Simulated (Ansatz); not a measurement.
Cartesian coordinates in Å:
```
Cl 0.849 1.175 2.372
B 0.558 0.544 0.792
C 0.343 -0.838 0.217
Si -0.588 0.581 -0.758
H 0.993 -1.125 -0.615
H 0.030 -1.703 0.798
H -0.134 0.560 -2.166
H -2.051 0.805 -0.641
```

Charge 0, multiplicity 1.

**Question.** List the r2SCAN/def2-TZVPP orbital energies in eV (the Gaussian-basis code of Ansatz). (An estimate is asked.)

**Answer.** Ansatz gave: Occupied: -2753.70, -1791.12, -273.04, -255.09, -193.62, -193.52, -193.45, -181.73, -141.60, -96.50, -96.44, -96.42, -21.99, -18.96, -13.64, -12.30, -11.24, -10.84, -9.19, -8.91, -8.80, -7.09, -5.97. Lowest empty: -2.46, -0.73, 0.80, 1.11, 1.25, 2.25, 2.56, 3.13.
